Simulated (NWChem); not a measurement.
Species: Te anion, doublet

Computed with NWChem. Spin-unrestricted. The open p shell is one determinant without spherical averaging. Sets without diffuse functions describe the anion's extra electron poorly. No stability test was run on the SCF state. def2 effective core potentials on Te; no spin-orbit coupling. Total energies compare along this basis series because the functional is fixed.

```
level           basis functions  energy (Ha)  highest occupied level (eV)  lowest empty minus highest occupied level, either spin (eV)
--------------  ---------------  -----------  ---------------------------  -----------------------------------------------------------
UHF/def2-SVP                 26    -267.0226                        -1.35                                                         7.85
UHF/def2-SVPD                35    -267.0375                        -2.00                                                         6.68
UHF/def2-TZVP                50    -267.0409                        -1.85                                                         7.58
UHF/def2-TZVPD               59    -267.0444                        -2.05                                                         6.32
UHF/def2-TZVPP               50    -267.0409                        -1.85                                                         7.58
UHF/def2-QZVP                82    -267.0442                        -1.97                                                         7.50
```
